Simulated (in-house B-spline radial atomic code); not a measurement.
Ionisation energies along the 2-electron series, configuration 1s2, as differences of self-consistent energies. NIST's values go from ground level to ground level; the uncertainty of those that are theory runs from under 0.1 % in few-electron ions to several per cent in heavy many-electron ones. Computed with a B-spline radial code for spherical atoms: non-relativistic Hartree-Fock, average of the configuration, point nuclei.

This level leaves out relativity, spin-orbit splitting included, which matters for heavy ions.

| ion | configuration after | ionisation energy (eV) | IE/(q+1)² (eV) | -ε less Coulomb ΔSCF (eV) | tabulated value (eV) | tabulated kind | computed minus tabulated (eV) |
| --- | --- | --- | --- | --- | --- | --- | --- |
| Cu27+ | 1s1 | 10952.2 | 13.97 | 1.5113 | 11062.43 | tabulated theory | -110 |
| Zn28+ | 1s1 | 11737.9 | 13.957 | 1.5113 | 11864.94 | tabulated theory | -127 |
| Ga29+ | 1s1 | ? | ? | ? | ? | tabulated theory | ? |
| Ge30+ | 1s1 | ? | ? | ? | ? | tabulated theory | ? |
| As31+ | 1s1 | 14258.4 | 13.924 | 1.5112 | 14447.68 | tabulated theory | -189 |
| Se32+ | 1s1 | 15153.0 | 13.915 | 1.5111 | 15367.49 | tabulated theory | -215 |

Task: Fill in the row of Ga29+.

Result: ionisation energy (eV): 12550.9; IE/(q+1)² (eV): 13.945; -ε less Coulomb ΔSCF (eV): 1.5112; tabulated value (eV): 12696.56; computed minus tabulated (eV): -146.

Task: Fill in the row of Ge30+.

Result: ionisation energy (eV): 13391.0; IE/(q+1)² (eV): 13.934; -ε less Coulomb ΔSCF (eV): 1.5112; tabulated value (eV): 13557.42; computed minus tabulated (eV): -166.
